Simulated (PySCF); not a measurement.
**Vibration and rotation of SrPb**

ROHF constants of SrPb, ³Σ⁻ (triplet), unpaired electrons π ↑↑ (PySCF, scalar-relativistic core potentials, basis sets Sr def2-SVPD with ECP28, Pb def2-SVPD with ECP60; masses 87.9056 and 207.9766 u):

```
ωe              : 70.9 cm⁻¹
ωexe            : 0.555 cm⁻¹
Be              : 0.022349 cm⁻¹
αe              : 0.000166 cm⁻¹
D (centrifugal) : 8.87e-09 cm⁻¹
De to Sr + Pb   : 0.289 eV
```

(1) Give the vibrational terms G(v) and spacings up to v = 3.

(2) How well does the Morse estimate ωe²/(4ωexe) reproduce De, and what is D0?

These are scalar-relativistic numbers at best; spin–orbit coupling would shift them, the dissociation energy most. UHF is strongly spin-contaminated for SrPb, so the ROHF reference used there is far from stable. Hartree–Fock leaves out correlation, which carries a large part of most bond energies and some tenths to 1 eV of ionisation energies. The state is the lowest determinant that a PBE0 search found; another state may lie lower at other levels.

## Answers

(1) G(v) = ωe(v+½) − ωexe(v+½)².

```json
{"v": "0", "G(v) (cm⁻¹)": "35.3", "G(v) − G(v−1)": "", "Bv (cm⁻¹)": "0.02227"}
{"v": "1", "G(v) (cm⁻¹)": "105.1", "G(v) − G(v−1)": "69.8", "Bv (cm⁻¹)": "0.02210"}
{"v": "2", "G(v) (cm⁻¹)": "173.8", "G(v) − G(v−1)": "68.7", "Bv (cm⁻¹)": "0.02193"}
{"v": "3", "G(v) (cm⁻¹)": "241.4", "G(v) − G(v−1)": "67.6", "Bv (cm⁻¹)": "0.02177"}
```

(2) It gives 0.281 eV, 97 % of the computed De. D0 = De − G(0) = 0.289 − 0.004 = 0.285 eV.
